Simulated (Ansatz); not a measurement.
All values below come from Ansatz (a quantum-chemistry and plane-wave program) with frozen-core CCSD(T)/cc-pVTZ // r2SCAN-D4/def2-TZVP.

Ansatz 0.2 input:
```yaml
crystal:
  periodic: [false, false, false]
  atoms:
    - { symbol: Si, position_ang: [-0.500266, -0.162458, -0.138516] }
    - { symbol: Cl, position_ang: [1.449409, 0.544404, 0.496297] }
    - { symbol: H, position_ang: [-1.373349, -0.093518, 1.195504] }
    - { symbol: H, position_ang: [-0.422148, -1.230474, -1.151778] }
    - { symbol: H, position_ang: [-1.398167, 1.162665, -0.143195] }
    - { symbol: H, position_ang: [2.239751, -0.209034, -0.255958] }
basis:
  gaussian: { orbitals: cc-pVTZ }
correlation:
  method: ccsd_t
total_charge: 2
magnetization:
  spin_polarized: true
  initial_magnetization: 1
```

Output:

```
Functional definition: HF
703 factors; integrals over basis functions are off by at most 1.6e-3 eV
mean field evaluation 1: about -20402.6588 eV, gradient 2.0e1 eV
mean field evaluation 2: about -20402.6636 eV, gradient 2.0e1 eV
mean field evaluation 4: about -20405.2976 eV, gradient 2.1e0 eV
mean field evaluation 8: about -20405.3767 eV, gradient 1.3e-1 eV
mean field evaluation 16: about -20405.3580 eV, gradient 7.2e-1 eV
mean field evaluation 32: about -20401.6435 eV, gradient 5.4e-1 eV
mean field -20405.37709016 eV, -749.8837768021 hartree, gradient 4.9e-6 eV, S^2 0.776090; 0 other end points of the search recorded, 0 dependent functions left out
10 core orbitals not correlated
reference -20405.37709016 eV, -749.8837768021 hartree; 7, 6 occupied and 107, 108 virtual orbitals, 703 factors
second order -7.96055048 eV of doubles, -0.00000000 eV of singles
cycle   1  -8.70564536 eV  change   -7.5e-1 eV  update   6.9e-2
cycle   2  -9.02375601 eV  change   -3.2e-1 eV  update   2.7e-2
cycle   3  -9.06253000 eV  change   -3.9e-2 eV  update   1.2e-2
cycle   4  -9.05952407 eV  change    3.0e-3 eV  update   5.2e-3
cycle   5  -9.06067229 eV  change   -1.1e-3 eV  update   2.2e-3
cycle   6  -9.06098431 eV  change   -3.1e-4 eV  update   8.6e-4
cycle   7  -9.06105686 eV  change   -7.3e-5 eV  update   4.2e-4
cycle   8  -9.06109003 eV  change   -3.3e-5 eV  update   1.7e-4
cycle   9  -9.06105280 eV  change    3.7e-5 eV  update   6.1e-5
cycle  10  -9.06104492 eV  change    7.9e-6 eV  update   2.1e-5
cycle  11  -9.06104826 eV  change   -3.3e-6 eV  update   8.1e-6
perturbative correction -0.33513798 eV, -0.0123160936 hartree
Total energy: -20414.77327640 eV, -750.2290802773 hartree
```

Cost: around 14 core-seconds (rough).
